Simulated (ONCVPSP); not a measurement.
# Reading a pseudo-wave (P (Z = 15))

Columns: radius, all-electron u(r) and pseudo u(r) of the 2s shell (level -173.99 eV) of phosphorus in the configuration [He] 2s2 2p6 3s2 3p3; PBE, scalar-relativistic, ONCV scheme, ONCVPSP 4.0.1.

```tsv
r (bohr)	all-electron	pseudo
0.047	-0.6624	0.2514
0.095	-0.4597	0.4978
0.142	0.0060	0.7198
0.190	0.4915	0.9186
0.237	0.8806	1.0799
0.285	1.1651	1.2068
0.332	1.3376	1.2919
0.380	1.4252	1.3401
0.427	1.4437	1.3518
0.475	1.4128	1.3317
0.522	1.3492	1.2859
0.570	1.2629	1.2184
0.617	1.1663	1.1377
0.665	1.0626	1.0462
0.712	0.9609	0.9524
0.760	0.8601	0.8564
0.807	0.7666	0.7653
0.855	0.6777	0.6773
0.902	0.5979	0.5977
0.950	0.5238	0.5237
0.997	0.4585	0.4584
1.045	0.3991	0.3990
1.092	0.3475	0.3474
1.140	0.3010	0.3009
1.187	0.2611	0.2610
1.235	0.2253	0.2252
```

(1) How many radial nodes do the two functions have?

(2) At about which radius was the pseudo-wave matched?

(3) Is the pseudo-wave norm-conserving?

## Answers

(1) The all-electron 2s function has n − l − 1 = 1; the pseudo-wave has 0, since the states of the same l below it are removed with the core.

(2) 0.95 bohr. The columns agree to 0.0005 from 0.85 bohr on; several derivatives are matched, so the curves merge somewhat inside the radius.

(3) Yes: the ONCV scheme keeps the norm inside the radius equal to the all-electron one, which fixes the energy derivative of the logarithmic derivative at the level.
